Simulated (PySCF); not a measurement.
**How good is the calculation?**

Geometry:
```json
{"atom": "C1", "x (Å)": "3.102", "y (Å)": "0.097", "z (Å)": "0.220"}
{"atom": "O2", "x (Å)": "1.721", "y (Å)": "0.401", "z (Å)": "0.382"}
{"atom": "C3", "x (Å)": "0.877", "y (Å)": "-0.416", "z (Å)": "-0.263"}
{"atom": "O4", "x (Å)": "1.231", "y (Å)": "-1.348", "z (Å)": "-0.937"}
{"atom": "C5", "x (Å)": "-0.520", "y (Å)": "-0.036", "z (Å)": "-0.048"}
{"atom": "C6", "x (Å)": "-1.607", "y (Å)": "-0.678", "z (Å)": "-0.581"}
{"atom": "C7", "x (Å)": "-2.826", "y (Å)": "-0.084", "z (Å)": "-0.200"}
{"atom": "C8", "x (Å)": "-2.639", "y (Å)": "0.999", "z (Å)": "0.615"}
{"atom": "S9", "x (Å)": "-0.995", "y (Å)": "1.298", "z (Å)": "0.919"}
{"atom": "H10", "x (Å)": "3.385", "y (Å)": "0.150", "z (Å)": "-0.832"}
{"atom": "H11", "x (Å)": "3.320", "y (Å)": "-0.904", "z (Å)": "0.594"}
{"atom": "H12", "x (Å)": "3.640", "y (Å)": "0.846", "z (Å)": "0.798"}
{"atom": "H13", "x (Å)": "-1.503", "y (Å)": "-1.544", "z (Å)": "-1.220"}
{"atom": "H14", "x (Å)": "-3.800", "y (Å)": "-0.436", "z (Å)": "-0.512"}
{"atom": "H15", "x (Å)": "-3.395", "y (Å)": "1.636", "z (Å)": "1.051"}
```

PySCF 2.14 calculation with geometry: PBE0-D3(BJ)/def2-TZVP and GIAO B97-2/pcSseg-2 shieldings; a single conformation, gas phase, equivalent nuclei averaged, no relativistic terms.

Reference values: estimated from measurements, as parent shift plus tabulated substituent increment (solution, not stated per compound (mostly CDCl3 or CCl4); Pretsch, Buehlmann, Badertscher, Structure Determination of Organic Compounds, 4th ed. (2009)).
| atoms | quantity | reference | computed | computed, scaled |
| --- | --- | --- | --- | --- |
| H13 | δ 1H | 7.79 | 8.27 | 7.90 |
| H15 | δ 1H | 7.53 | 7.56 | 7.24 |
| H14 | δ 1H | 7.09 | 7.31 | 7.00 |

Computed shifts are σ(ref) − σ with the named reference compound (TMS for H and C) calculated as an isolated molecule at the same level. The measured values may be among those fitted. Scaled to experiment by linear calibration (H and C: mostly CDCl3 data, vs TMS): 1H: δ = 29.81 − 0.938σ (rms 0.14 ppm, 293 shifts, 0.16 ppm with the 4 outliers that the fit left out). Occasional misses reach two or three times the rms, and more in compound classes unlike the fitted ones.

How far are the unscaled 1H shifts from the references?

Answers

Mean signed difference +0.24 ppm, mean absolute 0.24 ppm over 3 comparisons; the largest is +0.48 ppm at H13 (hydrogen on an aromatic CH).
